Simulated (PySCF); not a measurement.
Orbital energies, ionisation energy and electron affinity

C5H6O2S.
Geometry (PBE0-D3(BJ)/def2-SVP, Å), atoms numbered from 1 in this order:
```xyz
14
C5H6O2S angstrom
C      1.9687   -0.2362   -0.0189
C      0.4939   -0.1585   -0.0481
C     -0.4679   -1.0040   -0.4422
C     -1.8412   -0.4851   -0.2817
C     -1.9212    0.7488    0.2298
S     -0.2789    1.3528    0.5512
O     -0.0486    1.4852    1.9859
O      0.0569    2.4559   -0.3429
H      2.3326   -0.1118    1.0143
H      2.3272   -1.1959   -0.4144
H      2.4009    0.5847   -0.6145
H     -0.2711   -1.9973   -0.8507
H     -2.7125   -1.0792   -0.5645
H     -2.7925    1.3628    0.4531
```

Level: B3LYP/def2-SVPD (PySCF). Frontier orbitals with their largest atomic shares (Löwdin; up to four atoms above 4 %):

```json
{"orbital": "HOMO−3", "ε (eV)": "-9.31", "main atoms": "O8 35 %, O7 35 %, S6 14 %, C5 5 %"}
{"orbital": "HOMO−2", "ε (eV)": "-8.56", "main atoms": "O7 39 %, O8 39 %, C4 6 %, C3 5 %"}
{"orbital": "HOMO−1", "ε (eV)": "-8.33", "main atoms": "O8 26 %, O7 26 %, C2 13 %, S6 12 %"}
{"orbital": "HOMO", "ε (eV)": "-7.27", "main atoms": "?"}
{"orbital": "LUMO", "ε (eV)": "-2.57", "main atoms": "C4 20 %, C5 19 %, C2 19 %, C3 16 %"}
{"orbital": "LUMO+1", "ε (eV)": "0.20", "main atoms": "C1 20 %, S6 15 %, C3 12 %, H10 12 %"}
{"orbital": "LUMO+2", "ε (eV)": "0.34", "main atoms": "S6 21 %, H13 20 %, C4 14 %, H12 11 %"}
```

Q: What vertical ionisation energy does ΔSCF give, and how far is −ε(HOMO) from it?

A: ΔSCF: 9.35 eV (902 kJ/mol; threshold wavelength 133 nm); ⟨S²⟩ of the doublet left behind is 0.758, against 0.75 for a pure doublet. −ε(HOMO) is 7.27 eV, 2.08 eV below it. For the exact functional −ε(HOMO) would equal the first vertical ionisation energy; B3LYP (global hybrid, 20 % exact exchange) falls short of its own ΔSCF value by 22 %.

Q: On which atoms does the HOMO lie?

A: C5 (alkene CH carbon) 24 %, C2 (fully substituted alkene carbon) 22 %, C3 (alkene CH carbon) 18 %, C4 (alkene CH carbon) 14 %, so no atom holds as much as 40 %. The HOMO−1 lies 1.06 eV lower.

Q: And the vertical electron affinity, the fundamental gap, Mulliken's electronegativity and the hardness (with the factor ½)?

A: EA = 0.59 eV by ΔSCF (−ε(LUMO) = 2.57 eV). IE − EA = 8.76 eV against an orbital gap of 4.70 eV; (IE + EA)/2 = 4.97 eV; (IE − EA)/2 = 4.38 eV. Parr's electrophilicity index (IE + EA)²/[8(IE − EA)] is 1.41 eV.

Q: What kinetic energy would electrons from this vertical process carry with He I light (21.218 eV)?

A: 21.22 − 9.35 = 11.87 eV.

Q: Shift the occupied levels rigidly so that −ε(HOMO) equals the ΔSCF value. What binding energies result?

A: The shift is +2.08 eV: HOMO 9.35, HOMO−1 10.41, HOMO−2 10.64, HOMO−3 11.39 eV. A rigid shift is only a rough guide to the deeper ionisations.

Q: With α = 82.7 au, estimate the like-pair dispersion coefficient by London's formula C6 = (3/4)α²I.

A: I = 0.3436 Eh, so C6 ≈ 1760 au, a rough estimate.

Q: The lowest singlet excitation (vertical TDDFT, same level) lies at 4.06 eV. How far is it below IE − EA?

A: IE − EA = 8.76 eV, so by 4.70 eV.

Geometry: PBE0-D3(BJ)/def2-SVP; no solvent, vibrations or thermal averaging.

These values come from a run that also computed excited states and ΔSCF ions. Hardware: Arm Neoverse V2, one thread, no GPU, on a shared host. Cost: 3.4 min of wall time.
